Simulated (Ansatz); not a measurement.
Reaction (hydrogenolysis of the Si–Si bond): `N=C[SiH2][SiH2]N` + H₂ → `N=C[SiH3]` + `N[SiH3]`

Computed with Ansatz on PBE0-D4/def2-TZVP structures; ΔE is electronic, products minus reactants. CCSD(T)/CBS adds triple-zeta CCSD(T) − MP2 to the extrapolated MP2 energy (def2 sets, frozen cores). This one scheme is used for every species. Each species was taken in one conformer, which may not be the lowest.

```json
{"species": "`N=C[SiH2][SiH2]N`", "CCSD(T)/CBS(def2) energy (Eh)": "-730.42335"}
{"species": "H₂", "CCSD(T)/CBS(def2) energy (Eh)": "-1.17544"}
{"species": "`N=C[SiH3]`", "CCSD(T)/CBS(def2) energy (Eh)": "-384.79808"}
{"species": "`N[SiH3]`", "CCSD(T)/CBS(def2) energy (Eh)": "-346.80422"}
```

Work out ΔE.

ΔE = (-384.79808) + (-346.80422) − (-730.42335) − (-1.17544) = -0.00351 Eh = -9.2 kJ/mol.

Largest T1 diagnostic among the species: 0.013.

The D4 term adds +16.3 kJ/mol with B3LYP and +9.3 kJ/mol with PBE0; it sums over pairs of atoms, weighted by their polarisabilities, and B3LYP, whose exchange is more repulsive, gets the larger term. From PBE to PBE0 (25 % exact exchange), in def2-TZVPP and without D4, ΔE moves by −5.9 kJ/mol.

B3LYP here is the variant with VWN-RPA as its local correlation; programs differ in this.
